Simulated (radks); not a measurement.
Isoelectronic series with 2 electrons, each ion in its NIST ground configuration. Calculated with a radial shooting solver on a logarithmic mesh with Libxc functionals: scalar-relativistic Kohn-Sham, SCAN, spin-polarised, spherical densities, finite nucleus; meta-GGA in the generalised Kohn-Sham scheme; Fermi nuclear charge, rms radius of each element as measured or else 0.836 A^(1/3) + 0.57 fm. Total energies (hartree) and mean radii <r> (bohr):

| ion | configuration | E (hartree) | 1s |
|---|---|---|---|
| He | [He] | -2.90510 | 0.9358 |
| B3+ | [He] | -22.04023 | 0.3252 |
| O6+ | [He] | -59.20850 | 0.1968 |
| Cl15+ | [He] | -279.60316 | 0.08984 |
| Ca18+ | [He] | -389.72698 | 0.07595 |
| Fe24+ | [He] | -665.91249 | 0.05787 |
| Cu27+ | [He] | -832.39644 | 0.05165 |
| Br33+ | [He] | -1223.45098 | 0.04239 |
| Sr36+ | [He] | -1448.65239 | 0.03885 |
| Nb39+ | [He] | -1694.12211 | 0.03582 |
| Ru42+ | [He] | -1960.27792 | 0.03320 |
| Ag45+ | [He] | -2247.59078 | 0.03089 |
| Sn48+ | [He] | -2556.57634 | 0.02886 |
| I51+ | [He] | -2887.81323 | 0.02705 |
| Ba54+ | [He] | -3241.9426 | 0.02542 |
| Pr57+ | [He] | -3619.6800 | 0.02395 |
| Sm60+ | [He] | -4021.7853 | 0.02261 |
| Tb63+ | [He] | -4449.2046 | 0.02138 |
| Er66+ | [He] | -4902.8086 | 0.02026 |
